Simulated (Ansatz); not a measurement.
Stepwise reaction of `C[S][SnH]([Cl])[Cl]` with hydrogen fluoride, as a gas-phase model of exchange steps in deposition or etching. ΔE in kJ/mol.

Computed with Ansatz on PBE0-D4/def2-TZVP structures; ΔE is electronic, products minus reactants. CCSD(T)/CBS adds triple-zeta CCSD(T) − MP2 to the extrapolated MP2 energy (def2 sets, frozen cores). This one scheme is used for every species. DFT in def2-TZVPP. B3LYP here is the variant with VWN-RPA as its local correlation; programs differ in this. def2 core potentials past Kr. For Sn outer-core shells are correlated without core-valence functions, which leaves a few kJ/mol of doubt a bond. One conformer a species, not always the lowest.

```
step                                                  reaction  PBE-D4  B3LYP-D4  ωB97M-V  CCSD(T)/CBS
   1  `C[S][SnH]([Cl])[Cl]` + H–F → `C[S][SnH]([F])[Cl]` + HCl    32.2      32.0     32.3         37.8
   2    `C[S][SnH]([F])[Cl]` + H–F → `C[S][SnH]([F])[F]` + HCl    32.3      31.7     32.0         37.0
```

Q: By hand: ΔE of the 2 steps together at CCSD(T)/CBS.

A: (37.8) + (37.0) = 74.8 kJ/mol, or 37.4 kJ/mol a step.

In ΔE the steps differ by no more than 0.8 kJ/mol. All are uphill at CCSD(T)/CBS. PBE-D4 differs from CCSD(T)/CBS by -5.6 to -4.7 kJ/mol a step. Isolated molecules leave out the surface, adducts and barriers. Largest T1 diagnostic: 0.014.
